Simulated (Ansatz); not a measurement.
Geometry optimisation, RKS B3LYP/def2-SVP (Ansatz 0.2.0).

Input file:

```yaml
crystal:
  periodic: [false, false, false]
  atoms:
    - { symbol: F, position_ang: [0.2055, -0.9914, 1.6554] }
    - { symbol: C, position_ang: [0.6007, -0.4845, 0.4212] }
    - { symbol: F, position_ang: [1.0357, -1.5402, -0.3464] }
    - { symbol: Al, position_ang: [-0.8209, 0.4209, -0.5417] }
    - { symbol: H, position_ang: [1.4279, 0.2395, 0.5639] }
    - { symbol: H, position_ang: [-2.00917, -0.48909, -1.21751] }
    - { symbol: H, position_ang: [-1.32251, 1.84293, -0.06492] }
basis:
  gaussian: { orbitals: def2-SVP }
hamiltonian:
  xc: b3lyp
relax:
  f_tol: 0.015
  max_steps: 40
```

Launched with:

```bash
$ ansatz run input.yaml --threads 1 --pin off --max-ram 2048MiB --backend cpu --events-out ev --progress --plain --runs-dir out
```

**Question.** Where does it end, and by what steps?

**Answer.** It converged. After 19 steps the energy has fallen by 0.459 eV; F1 moved furthest, 0.74 Å. Joined: F1–Al4.

| step | energy less start (eV) | largest force component (eV/Å) | accepted |
| --- | --- | --- | --- |
| 0 | 0.0000 | 2.563 | yes |
| 1 | -0.3459 | 0.662 | yes |
| 2 | -0.3659 | 0.177 | yes |
| 3 | -0.3659 | 0.382 | yes |
| 4 | -0.3710 | 0.064 | yes |
| 5 | -0.3722 | 0.025 | yes |
| 6 | -0.3734 | 0.023 | yes |
| 7 | -0.3746 | 0.044 | yes |
| 8 | -0.3756 | 0.059 | yes |
| 9 | -0.3837 | 0.269 | yes |
| 10 | -0.4040 | 0.396 | yes |
| 11 | -0.4472 | 0.472 | yes |
| 12 | -0.4407 | 0.828 | no |
| 13 | -0.4574 | 0.107 | yes |
| 14 | -0.4575 | 0.156 | yes |
| 15 | -0.4588 | 0.055 | yes |
| 16 | -0.4587 | 0.080 | no |
| 17 | -0.4589 | 0.021 | yes |
| 18 | -0.4589 | 0.017 | yes |
| 19 | -0.4589 | 0.002 | yes |

```xyz
7
Properties=species:S:1:pos:R:3
F -0.286 -0.625 1.248
C 0.812 -0.394 0.108
F 1.207 -1.607 -0.259
Al -0.999 0.319 -0.286
H 1.614 0.088 0.690
H -1.964 -0.615 -1.112
H -1.265 1.832 0.080
```

Whether the end is a true minimum wasn't checked by a vibrational analysis.

Time of the run: 38 s on 1 thread of Intel(R) Xeon(R) Platinum 8488C (Sapphire Rapids), with other jobs on the host, peak memory 0.16 GiB.
